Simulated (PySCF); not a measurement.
FHOZn. Atoms are numbered in the order given.

```xyz
4

Zn     0.0034     0.0127     0.0000
F      0.0052     1.7570     0.0000
O     -0.1092    -1.7465     0.0000
H      0.7248    -2.2209     0.0000
```

Geometry optimised at ωB97X-D3(BJ)/def2-TZVP. Other conformers were not sampled.

Method: TDDFT-M06-2X/def2-SVPD (PySCF).

Vertical excitations.  State labels are in the subgroup Cs.

Task: List the lowest excited states. (The exact figures need the calculation; the answer reports its results.)

Result: 
| state | symmetry | energy (eV) | λ (nm) | f | main pairs |
|---|---|---|---|---|---|
| S1 | A" | 5.90 | 210 | 0.026 | HOMO→LUMO 93 % |
| S2 | A' | 6.95 | 178 | 0.064 | HOMO−1→LUMO 84 % |
| S3 | A" | 7.61 | 163 | 0.001 | HOMO→LUMO+1 88 % |
| S4 | A' | 7.78 | 159 | 0.032 | HOMO−2→LUMO 85 % |
| S5 | A" | 7.84 | 158 | 0.040 | HOMO−3→LUMO 82 % |
| S6 | A' | 8.16 | 152 | 0.031 | HOMO→LUMO+2 57 %, HOMO−1→LUMO+1 31 % |
| S7 | A" | 8.49 | 146 | 0.044 | HOMO−1→LUMO+2 92 % |
| S8 | A" | 8.61 | 144 | 0.006 | HOMO→LUMO+3 74 %, HOMO→LUMO+4 16 % |
| S9 | A' | 8.63 | 144 | 0.061 | HOMO−1→LUMO+1 57 %, HOMO→LUMO+2 18 %, HOMO−4→LUMO 9 % |
| S10 | A' | 8.89 | 140 | 0.084 | HOMO−4→LUMO 69 % |
| T1 | A" | 5.57 | 223 | 0 | HOMO→LUMO 90 % |
| T2 | A' | 6.19 | 200 | 0 | HOMO−1→LUMO 89 % |
| T3 | A' | 7.45 | 166 | 0 | HOMO−2→LUMO 73 %, HOMO→LUMO+2 12 % |
| T4 | A" | 7.48 | 166 | 0 | HOMO−3→LUMO 62 %, HOMO→LUMO+1 24 % |
Triplets are in the Tamm–Dancoff approximation, which puts them higher than full response would, so one can lie above its singlet here.
